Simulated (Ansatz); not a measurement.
The input (input.yaml):

```yaml
crystal:
  periodic: [false, false, false]
  atoms:
    - { symbol: C, position_ang: [-1.0796, 0.8122, -1.1221] }
    - { symbol: "N", position_ang: [-0.0073, 0.2948, -1.4112] }
    - { symbol: B, position_ang: [0.8325, -0.4027, -0.3986] }
    - { symbol: C, position_ang: [0.528, -0.5008, 1.1468] }
    - { symbol: H, position_ang: [-1.6901, 1.3326, -1.9419] }
    - { symbol: H, position_ang: [-1.5363, 0.8788, -0.1286] }
    - { symbol: H, position_ang: [1.9106, -0.8869, -0.7316] }
    - { symbol: H, position_ang: [1.38747, -1.09311, 1.59848] }
    - { symbol: H, position_ang: [-0.40556, -1.12016, 1.37007] }
    - { symbol: H, position_ang: [0.48184, 0.43871, 1.67584] }
basis:
  gaussian: { orbitals: def2-SVPD }
hamiltonian:
  xc: pbe0
relax:
  f_tol: 0.015
  max_steps: 40
```

Launched with:

```bash
$ ansatz run input.yaml --threads 2 --pin off --max-ram 3072MiB --backend cpu --events-out ev --progress --plain --runs-dir out
```

Hardware: 2 threads of Intel(R) Xeon(R) Platinum 8488C (Sapphire Rapids), on a shared host.

Task: Roughly how long does this run take, and how much memory?

Result: 58 s, with a peak of 0.27 GiB, for 31 ionic steps.
